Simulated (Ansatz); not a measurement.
```yaml
crystal:
  periodic: [false, false, false]
  atoms:
    - {symbol: O, position_ang: [-0.560690, 1.920376, -0.059526]}
    - {symbol: Al, position_ang: [0.308463, 0.761649, -0.946900]}
    - {symbol: C, position_ang: [0.380334, -0.973178, -0.123787]}
    - {symbol: C, position_ang: [-0.224995, -1.152955, 1.041382]}
    - {symbol: F, position_ang: [-0.229922, -2.323123, 1.691709]}
    - {symbol: H, position_ang: [-0.681341, 2.824680, -0.342034]}
    - {symbol: H, position_ang: [0.982804, 1.132735, -2.329135]}
    - {symbol: H, position_ang: [0.889077, -1.837452, -0.546118]}
    - {symbol: H, position_ang: [-0.775130, -0.398933, 1.597311]}
basis:
  gaussian: {orbitals: def2-mTZVPP, point_charges: [{charge: 2.00, position_ang: [4.914, 0.483, -0.114]}]}
total_charge: -3
magnetization: {spin_polarized: true, initial_magnetization: 1}
hamiltonian: {xc: {name: r2SCAN}, dispersion: d4}
output: {forces: true}
```

```sh
$ ansatz run in.yaml --threads 2 --pin off --events-out ev --progress --plain --max-ram 4352MiB
```

Output, abridged:

```
Functional definition: r2SCAN
1134 factors; their error is unknown
mean field evaluation 1: about -13342.0314 eV, gradient 1.6e2 eV
mean field evaluation 2: about -11785.6617 eV, gradient 5.2e2 eV
mean field evaluation 4: about -13428.3556 eV, gradient 1.2e2 eV
mean field evaluation 8: about -13501.5480 eV, gradient 6.6e0 eV
mean field evaluation 16: about -13501.9761 eV, gradient 1.5e-1 eV
mean field evaluation 32: about -13501.9771 eV, gradient 1.7e-4 eV
a density is far from that of the atoms, so the factors are made again for it
1219 factors; integrals over basis functions are off by at most 1.1e-3 eV
mean field evaluation 96: about -13501.9766 eV, gradient 2.5e-3 eV
mean field -13501.97655994 eV, -496.1884866093 hartree, gradient 6.4e-6 eV, S^2 0.758180; 0 other end points of the search recorded, 0 dependent functions left out
reference -13501.97657578 eV, -496.1884871915 hartree; 25, 24 occupied and 103, 104 virtual orbitals, 1219 factors
Total energy: -13502.04620852 eV, -496.1910461475 hartree
Atom 0 at    -0.560690     1.920376    -0.059526 Å, force    -1.348062     0.334316     1.777446 eV/Å
Atom 1 at     0.308463     0.761649    -0.946900 Å, force     7.077504    -0.609139    -0.327259 eV/Å
Atom 2 at     0.380334    -0.973178    -0.123787 Å, force     0.616153     0.907922    -0.727996 eV/Å
Atom 3 at    -0.224995    -1.152955     1.041382 Å, force    -0.684646     2.210337    -0.605885 eV/Å
Atom 4 at    -0.229922    -2.323123     1.691709 Å, force    -0.070815    -3.321852     1.970169 eV/Å
Atom 5 at    -0.681341     2.824680    -0.342034 Å, force     0.174938     0.170382    -0.551290 eV/Å
Atom 6 at     0.982804     1.132735    -2.329135 Å, force    -0.174007     0.040972    -0.788296 eV/Å
Atom 7 at     0.889077    -1.837452    -0.546118 Å, force    -0.139879     0.029525     0.033910 eV/Å
Atom 8 at    -0.775130    -0.398933     1.597311 Å, force    -0.030087     0.044015     0.112809 eV/Å
Dipole moment:    -2.777438    -1.858506     2.396120 e Å
```

In this input the charge is far from anything that the molecule holds. The calculation finished and met its thresholds. The result belongs to that input, not to the molecule as meant.
